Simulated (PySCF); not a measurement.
## Radial density of Mn²⁺ (manganese, charge +2)

M06-2X, [Ar] 3d5, high-spin 6S determinant. Calculation: PySCF 2.14, in x2c-SVPall (5s3p3d1f, 36 functions); the spin-free X2C one-electron Hamiltonian (Gaussian nucleus).

```
r (bohr)  4πr²ρ (e/bohr)  4πr²(ρα − ρβ)
0.000970          0.1555         0.0000
 0.00163          0.4241         0.0000
 0.00274           1.100         0.0000
 0.00461           2.652         0.0000
 0.00776           6.113         0.0000
  0.0131           12.74         0.0000
  0.0220           22.42         0.0000
  0.0369           29.71         0.0003
  0.0621           26.85         0.0021
   0.105           23.50         0.0208
   0.176           32.67         0.1926
   0.296           23.16         1.0278
   0.497           11.64         3.1716
   0.836           14.49         4.3153
    1.41           4.784         2.2688
    2.37          0.4690         0.3862
    3.98        0.008763         0.0086
    6.70       2.486e-05         0.0000
```

Densities and radii are taken from the X2C orbitals without a picture-change correction, which distorts them close to the nucleus.
